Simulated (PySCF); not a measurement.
Si(Cl)(Br)2(NH2), SMILES N[Si](Br)(Br)Cl (H2Br2ClNSi), singlet (CAM-B3LYP/def2-SVP optimised geometry):

```
7

N      0.925    -0.635     0.000
Si    -0.769    -0.635     0.000
Cl    -1.412    -1.626    -1.676
Br    -1.455     1.465     0.000
Br    -1.707    -1.644     1.746
H      1.454    -1.465    -0.246
H      1.455     0.029     0.553
```

Computed with PySCF with CAM-B3LYP/def2-TZVP.

Question: What are the frontier orbital energies and the dipole moment?

Answer: HOMO-2 -10.24 eV, HOMO-1 -9.76 eV, HOMO -9.49 eV, LUMO 0.43 eV, LUMO+1 1.43 eV; dipole moment 2.45 D.

On the same geometry PySCF with PBE/def2-TZVP gives HOMO-2 -7.56 eV, HOMO-1 -7.14 eV, HOMO -6.72 eV, LUMO -1.56 eV, LUMO+1 -0.34 eV; dipole moment 2.40 D.

Meta-Löwdin charges at CAM-B3LYP/def2-TZVP: N1 -0.74, Si2 1.01, Cl3 -0.28, Br4 -0.24, Br5 -0.26, H6 0.25, H7 0.26.
